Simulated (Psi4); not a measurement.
COS, charge -1, doublet, at a GFN2-xTB geometry (a state made from the parent by changing its charge; the spin is typed, not shown lowest) (a gas-phase anion, which may not be bound at this level). Base run: CCSD/cc-pVDZ run with Psi4 1.11.

Input for Psi4:
```
memory 2 GB

molecule mol {
-1 2
O    -1.649078   -0.033362   -0.059417
C    -0.529494    0.417015    0.121200
S     1.023099   -0.139700   -0.015742
}

set {
  basis cc-pvdz
  reference uhf
}

energy('ccsd')
print_variables()
```

The base run was repeated with changes; each row names its change, and settings that it needs were set with it.

| change | ΔE vs base (mEh) | MP2 correlation (Eh) | CC correlation without the perturbative part (Eh) | basis functions |
|---|---|---|---|---|
| base | 0.000 | -0.43188 | -0.44580 | 46 |
| method = mp2.5 | 11.330 | -0.43194 | - | 46 |
| method = mp2 | 14.235 | -0.43194 | - | 46 |
| method = ccsd(t) | -16.533 | -0.43188 | -0.44580 | 46 |
| method = omp2 | 1.668 | -0.43194 | - | 46 |
| method = lccd | -5.277 | -0.43188 | - | 46 |
| freeze_core = on | 9.774 | -0.42088 | -0.43603 | 46 |
| method = scs-mp2 | 33.238 | -0.43188 | - | 46 |
| puream = off | -11.159 | -0.44212 | -0.45548 | 49 |
| cc_type = df | -0.255 | -0.43194 | -0.44642 | 46 |

Open shells are given as the SCF converged; they aren't shown to be the lowest states, and a large step between rows can be another state.

A gas-phase anion may not be bound at this level; its values then depend on the basis.
